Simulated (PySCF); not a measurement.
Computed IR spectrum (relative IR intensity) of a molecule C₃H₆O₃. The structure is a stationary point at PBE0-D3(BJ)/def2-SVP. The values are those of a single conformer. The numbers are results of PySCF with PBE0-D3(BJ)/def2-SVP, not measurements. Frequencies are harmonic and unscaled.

```csv
ν (cm⁻¹),relative intensity
350,4.0
814,4.8
968,3.9
1072,8.9
1376,100
1459,2.9
1472,13
1480,2.0
1502,30
1895,46
3066,8.4
3162,4.2
3204,2.6
```

Problem. Which molecule gave these data?
A) C1OCOCO1
B) OCC1OCO1
C) COC1OCO1
D) COC(=O)OC

Solution. D, COC(=O)OC
